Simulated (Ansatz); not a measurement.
Input (CCSDT(Q)/cc-pVDZ; Ansatz, a first-principles code):

Ansatz 0.2 input:
```yaml
crystal:
  periodic: [false, false, false]
  atoms:
    - {symbol: B, position_ang: [-1.43471738, 0.44537846, -0.32962173]}
    - {symbol: Ge, position_ang: [0.52842405, -0.40429951, 0.21374498]}
    - {symbol: H, position_ang: [0.70418782, -1.67258726, -0.64086153]}
    - {symbol: H, position_ang: [1.64499166, 0.60872214, -0.05228597]}
    - {symbol: H, position_ang: [0.44493217, -0.77034207, 1.70667530]}
    - {symbol: H, position_ang: [-2.34137530, -0.31367654, -0.13801770]}
    - {symbol: O, position_ang: [-1.27358987, 1.60732197, -0.75840509]}
basis:
  gaussian:
    orbitals: cc-pVDZ
magnetization: {spin_polarized: true, initial_magnetization: 1}
correlation: {method: ccsdt_q, electrons: outside_noble_gas}
```

Output:

```
Functional definition: HF
integrals: 0.13 GiB planned
1440 factors; integrals over basis functions are off by at most 2.2e-7 eV
mean field: 0.49 GiB planned
mean field evaluation 1: about -59239.8823 eV, gradient 2.9e1 eV
mean field evaluation 2: about -59239.9392 eV, gradient 2.9e1 eV
mean field evaluation 4: about -59244.2019 eV, gradient 2.9e0 eV
mean field evaluation 8: about -59244.5887 eV, gradient 4.0e-1 eV
mean field evaluation 16: about -59244.6008 eV, gradient 2.2e-6 eV
mean field evaluation 32: about -59242.6906 eV, gradient 2.8e0 eV
mean field evaluation 64: about -59242.1367 eV, gradient 2.7e-3 eV
mean field evaluation 96: about -59238.8693 eV, gradient 4.6e-3 eV
mean field -59244.60083229 eV, -2177.1989231539 hartree, gradient 3.6e-6 eV, S^2 0.791958; 2 other end points of the search recorded, 0 dependent functions left out
determinant -59244.60083229 eV, -2177.1989231539 hartree, with singles and doubles -59255.35692197 eV, -2177.5942021590 hartree
determinant -59242.13669311 eV, -2177.1083677094 hartree, with singles and doubles -59251.94576944 eV, -2177.4688446156 hartree
16 core orbitals not correlated
reference -59244.60083229 eV, -2177.1989231539 hartree; 9, 8 occupied and 50, 51 virtual orbitals, 1440 factors
second order -9.37508944 eV of doubles, -0.00000000 eV of singles
coupled cluster: 3.19 GiB planned
cycle   1  -10.07585168 eV  change   -7.0e-1 eV  update   1.2e-1
cycle   2  -10.70138063 eV  change   -6.3e-1 eV  update   5.6e-2
cycle   3  -11.07759033 eV  change   -3.8e-1 eV  update   4.3e-2
cycle   4  -11.11101515 eV  change   -3.3e-2 eV  update   2.5e-2
cycle   5  -11.11656205 eV  change   -5.5e-3 eV  update   1.5e-2
cycle   6  -11.13081899 eV  change   -1.4e-2 eV  update   5.9e-3
cycle   7  -11.13035299 eV  change    4.7e-4 eV  update   2.4e-3
cycle   8  -11.12865042 eV  change    1.7e-3 eV  update   1.0e-3
cycle   9  -11.12984092 eV  change   -1.2e-3 eV  update   5.8e-4
cycle  10  -11.12980570 eV  change    3.5e-5 eV  update   3.1e-4
cycle  11  -11.12960716 eV  change    2.0e-4 eV  update   1.7e-4
cycle  12  -11.12965813 eV  change   -5.1e-5 eV  update   9.0e-5
cycle  13  -11.12970738 eV  change   -4.9e-5 eV  update   4.2e-5
cycle  14  -11.12973608 eV  change   -2.9e-5 eV  update   2.3e-5
cycle  15  -11.12977529 eV  change   -3.9e-5 eV  update   1.2e-5
cycle  16  -11.12979420 eV  change   -1.9e-5 eV  update   6.8e-6
cycle  17  -11.12979506 eV  change   -8.7e-7 eV  update   3.9e-6
cycle  18  -11.12979654 eV  change   -1.5e-6 eV  update   1.8e-6
perturbative correction -0.03648848 eV, -0.0013409267 hartree
Total energy: -59255.76711730 eV, -2177.6092765594 hartree
```

The determinant is spin-contaminated: <S^2> is 0.79, 0.04 over the pure value.
